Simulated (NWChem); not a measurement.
All runs are NWChem calculations. System: H$_{4}$BCl$_{2}$NO, charge 0, spin multiplicity 1, at a geometry optimised with PBE0/def2-SVP. The structure started from a generated list of species. Level: RHF/def2-TZVP.

The NWChem input:

```
start mol
memory heap 200 mb stack 800 mb global 1000 mb
geometry units angstroms nocenter noautoz noautosym
  B     -0.158052     0.172502    -0.252923
  Cl     1.598767     0.531237     0.247861
  Cl    -1.098000    -0.640177     1.132983
  O     -0.824046     1.200248    -0.920710
  H     -0.976739     1.957027    -0.348291
  N     -0.023469    -0.983767    -1.376857
  H     -0.955960    -1.259763    -1.693337
  H      0.455594    -1.799652    -0.993410
  H      0.510969    -0.623754    -2.171010
end
basis spherical
  * library def2-tzvp
end
scf
  rhf
  nopen 0
  maxiter 100
  thresh 1e-7
  semidirect memsize 60000000 filesize 0
end
task scf energy
```

Output (cleaned and shortened):

```
             Northwest Computational Chemistry Package (NWChem) 7.3.0
             --------------------------------------------------------

                                NWChem Input Module
                                -------------------

 Scaling coordinates for geometry "geometry" by  1.889725989
 (inverse scale =  0.529177249)

                             Geometry "geometry" -> ""
                             -------------------------

 Output coordinates in angstroms (scale by  1.889725989 to convert to a.u.)

  No.       Tag          Charge          X              Y              Z
 ---- ---------------- ---------- -------------- -------------- --------------
    1 B                    5.0000    -0.15805200     0.17250200    -0.25292300
    2 Cl                  17.0000     1.59876700     0.53123700     0.24786100
    3 Cl                  17.0000    -1.09800000    -0.64017700     1.13298300
    4 O                    8.0000    -0.82404600     1.20024800    -0.92071000
    5 H                    1.0000    -0.97673900     1.95702700    -0.34829100
    6 N                    7.0000    -0.02346900    -0.98376700    -1.37685700
    7 H                    1.0000    -0.95596000    -1.25976300    -1.69333700
    8 H                    1.0000     0.45559400    -1.79965200    -0.99341000
    9 H                    1.0000     0.51096900    -0.62375400    -2.17101000

 Effective nuclear repulsion energy (a.u.)     285.6841074379

            Nuclear Dipole moment (a.u.)
            ----------------------------
        X                 Y               Z
 ---------------- ---------------- ----------------
    -0.0000151178     0.0000056692     0.0000113384


 Summary of "ao basis" -> "" (spherical)
 ------------------------------------------------------------------------------
       Tag                 Description            Shells   Functions and Types
 ---------------- ------------------------------  ------  ---------------------
 *                         def2-tzvp                  on all atoms

 Summary of "ao basis" -> "ao basis" (spherical)
 ------------------------------------------------------------------------------
       Tag                 Description            Shells   Functions and Types
 ---------------- ------------------------------  ------  ---------------------
 B                         def2-tzvp                11       31   5s3p2d1f
 Cl                        def2-tzvp                13       37   5s5p2d1f
 O                         def2-tzvp                11       31   5s3p2d1f
 H                         def2-tzvp                 4        6   3s1p
 N                         def2-tzvp                11       31   5s3p2d1f

                                 NWChem SCF Module
                                 -----------------

  ao basis        = "ao basis"
  functions       =   191
  atoms           =     9
  closed shells   =    29
  open shells     =     0
  charge          =   0.00
  wavefunction    = RHF
  use symmetry    = F
  symmetry adapt  = F

 Summary of "ao basis" -> "ao basis" (spherical)
 ------------------------------------------------------------------------------
       Tag                 Description            Shells   Functions and Types
 ---------------- ------------------------------  ------  ---------------------
 B                         def2-tzvp                11       31   5s3p2d1f
 Cl                        def2-tzvp                13       37   5s5p2d1f
 O                         def2-tzvp                11       31   5s3p2d1f
 H                         def2-tzvp                 4        6   3s1p
 N                         def2-tzvp                11       31   5s3p2d1f

 Forming initial guess at       0.2s

      Superposition of Atomic Density Guess
      -------------------------------------

 Sum of atomic energies:       -1074.58518592

      Non-variational initial energy
      ------------------------------

 Total energy =   -1076.522517
 1-e energy   =   -2049.990166
 2-e energy   =     687.783541
 HOMO         =      -0.408753
 LUMO         =       0.055247

 Starting SCF solution at       6.7s

 ----------------------------------------------
         Quadratically convergent ROHF

 Convergence threshold     :          1.000E-07
 Maximum no. of iterations :          100
 Final Fock-matrix accuracy:          1.000E-09
 ----------------------------------------------

              iter       energy          gnorm     gmax       time
             ----- ------------------- --------- --------- --------
                 1    -1075.4873767271  1.17D+00  1.64D-01     13.9
                 2    -1075.5677946917  3.78D-01  5.16D-02     29.1
                 3    -1075.5784997175  2.63D-02  6.04D-03     48.9
                 4    -1075.5785837506  2.10D-04  3.66D-05     81.8
                 5    -1075.5785837557  7.83D-08  1.89D-08    140.8

       Final RHF  results
       ------------------

         Total SCF energy =  -1075.578583755653
      One-electron energy =  -2054.485535732937
      Two-electron energy =    693.222844539394
 Nuclear repulsion energy =    285.684107437890

        Time for solution =    134.2s

             Final eigenvalues
             -----------------

              1
    1 -104.7881
    2 -104.7879
    3  -20.5497
    4  -15.6716
    5  -10.5184
    6  -10.5182
    7   -7.9851
    8   -7.9848
    9   -7.9842
   10   -7.9841
   11   -7.9840
   12   -7.9839
   13   -7.7023
   14   -1.3581
   15   -1.2790
   16   -1.0775
   17   -1.0472
   18   -0.7814
   19   -0.7579
   20   -0.7489
   21   -0.6419
   22   -0.6150
   23   -0.5683
   24   -0.5258
   25   -0.4586
   26   -0.4455
   27   -0.4386
   28   -0.4260
   29   -0.4079
   30    0.0936
   31    0.1589
   32    0.1595
   33    0.1646
   34    0.2297
   35    0.2319
   36    0.2459
   37    0.2570
   38    0.2955
   39    0.3084

                       ROHF Final Molecular Orbital Analysis
                       -------------------------------------

 Vector   27  Occ=2.000000D+00  E=-4.386256D-01
              MO Center=  1.8D-01, -4.9D-02,  5.5D-01, r^2= 3.7D+00
   Bfn.  Coefficient  Atom+Function         Bfn.  Coefficient  Atom+Function
  ----- ------------  ---------------      ----- ------------  ---------------
    47      0.329872  2 Cl py                84      0.323230  3 Cl py
    50      0.219924  2 Cl py                87      0.217336  3 Cl py
    44      0.151789  2 Cl py

 Vector   28  Occ=2.000000D+00  E=-4.259752D-01
              MO Center=  1.8D-01,  3.4D-02,  5.1D-01, r^2= 3.7D+00
   Bfn.  Coefficient  Atom+Function         Bfn.  Coefficient  Atom+Function
  ----- ------------  ---------------      ----- ------------  ---------------
    84      0.360756  3 Cl py                47     -0.287449  2 Cl py
    87      0.253502  3 Cl py                50     -0.209695  2 Cl py
    46      0.205224  2 Cl px                81      0.167801  3 Cl py

 Vector   29  Occ=2.000000D+00  E=-4.079483D-01
              MO Center=  2.2D-01, -2.7D-02,  6.2D-01, r^2= 3.7D+00
   Bfn.  Coefficient  Atom+Function         Bfn.  Coefficient  Atom+Function
  ----- ------------  ---------------      ----- ------------  ---------------
    83      0.363067  3 Cl px                48     -0.310497  2 Cl pz
    86      0.254860  3 Cl px                51     -0.223126  2 Cl pz
    47      0.200252  2 Cl py                80      0.169034  3 Cl px

 Vector   30  Occ=0.000000D+00  E= 9.363374D-02
              MO Center= -2.0D-02, -1.3D+00, -1.8D+00, r^2= 5.5D+00
   Bfn.  Coefficient  Atom+Function         Bfn.  Coefficient  Atom+Function
  ----- ------------  ---------------      ----- ------------  ---------------
   147      2.754946  6 N  s                176     -1.064451  7 H  s
   188     -1.063249  9 H  s                182     -1.055369  8 H  s
     4     -0.373609  1 B  s                146     -0.314049  6 N  s
     5     -0.290478  1 B  s                 10      0.265869  1 B  py
    11      0.234834  1 B  pz               110      0.233033  4 O  s

 Vector   31  Occ=0.000000D+00  E= 1.589123D-01
              MO Center= -2.3D-01, -1.5D-02, -7.0D-01, r^2= 8.8D+00
   Bfn.  Coefficient  Atom+Function         Bfn.  Coefficient  Atom+Function
  ----- ------------  ---------------      ----- ------------  ---------------
   182      1.472974  8 H  s                  4     -0.966882  1 B  s
   139      0.956245  5 H  s                176     -0.932197  7 H  s
   188     -0.921884  9 H  s                147      0.770321  6 N  s
   155      0.616162  6 N  py                14      0.485562  1 B  pz
   154     -0.395669  6 N  px               118     -0.393363  4 O  py

 Vector   32  Occ=0.000000D+00  E= 1.594986D-01
              MO Center= -3.5D-01, -8.1D-01, -2.1D+00, r^2= 5.2D+00
   Bfn.  Coefficient  Atom+Function         Bfn.  Coefficient  Atom+Function
  ----- ------------  ---------------      ----- ------------  ---------------
   176      1.816571  7 H  s                188     -1.815142  9 H  s
   154      0.975060  6 N  px               155      0.419803  6 N  py
    12     -0.398791  1 B  px                36      0.337723  2 Cl s
    73     -0.338658  3 Cl s                156     -0.312356  6 N  pz
   148      0.167857  6 N  px                13     -0.166379  1 B  py

 center of mass
 --------------
 x =   0.02117467 y =   0.02912542 z =   0.10269631

 moments of inertia (a.u.)
 ------------------
         594.484823209083        -130.711912101375          58.159903795720
        -130.711912101375         861.655489749935          55.045596686301
          58.159903795720          55.045596686301         768.619433483364

  Mulliken analysis of the total density
  --------------------------------------

    Atom       Charge   Shell Charges
 -----------   ------   -------------------------------------------------------
    1 B    5     4.64   0.91  1.07  0.42  0.31 -0.03  0.85  0.63  0.09  0.11  0.22  0.04
    2 Cl  17    17.31   2.01  0.45  1.52  1.07  0.86  4.19  1.69  1.08  2.87  1.54  0.01  0.02  0.00
    3 Cl  17    17.31   2.01  0.45  1.52  1.07  0.86  4.19  1.69  1.08  2.87  1.54  0.01  0.02  0.00
    4 O    8     8.58   0.79  1.18  0.55  0.93  0.30  1.88  2.08  0.84  0.00  0.02  0.00
    5 H    1     0.65   0.24  0.33  0.03  0.05
    6 N    7     7.42   0.82  1.16  0.52  0.87  0.06  1.52  1.83  0.61  0.01  0.03  0.00
    7 H    1     0.70   0.25  0.38  0.04  0.03
    8 H    1     0.70   0.25  0.37  0.04  0.03
    9 H    1     0.70   0.25  0.38  0.04  0.03

       Multipole analysis of the density wrt the origin
       ------------------------------------------------

     L   x y z        total         open         nuclear
     -   - - -        -----         ----         -------
     0   0 0 0     -0.000000      0.000000     58.000000

     1   1 0 0     -0.145741      0.000000     -0.000015
     1   0 1 0     -0.996053      0.000000      0.000006
     1   0 0 1     -1.740951      0.000000      0.000011

     2   2 0 0    -36.210694      0.000000    256.566418
     2   1 1 0     -2.005366      0.000000     59.476155
     2   1 0 1     -0.304179      0.000000    -26.850358
     2   0 2 0    -28.025622      0.000000    140.191314
     2   0 1 1      5.879701      0.000000    -18.124985
     2   0 0 2    -30.126615      0.000000    185.434481

 Task  times  cpu:      141.0s     wall:      141.0s

 Total times  cpu:      141.0s     wall:      141.0s
```
